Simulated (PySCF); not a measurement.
C2F3, SMILES C(F)(=[C]F)F, multiplicity 2. Geometry optimised at B3LYP-D3(BJ)/def2-SVP. The isomer is the one that the SMILES or the coordinates give; other isomers of the formula were not compared.

These are B3LYP-D3(BJ)/def2-SVP (PySCF 2.14.0) values and carry that method's errors.

Harmonic wavenumbers (cm⁻¹): 211, 255, 488, 502, 620, 933, 1267, 1329, 1872. Rotational constants (GHz): 11.24, 3.741, 2.807; symmetry number 1.

Problem. Work out the zero-point energy and the ideal-gas rigid-rotor harmonic-oscillator thermochemistry at 298.15 K and 1 atm.

Solution. ZPE = ½ Σ hcν = ½ × 7476 cm⁻¹ = 10.69 kcal/mol. H − E(el) = 14.12 kcal/mol. Entropy in cal/(mol K): translation 39.09, rotation 25.41, vibration 5.67, spin 1.38, total 71.55. G − E(el) = -7.21 kcal/mol. Cp = 15.82 cal/(mol K).
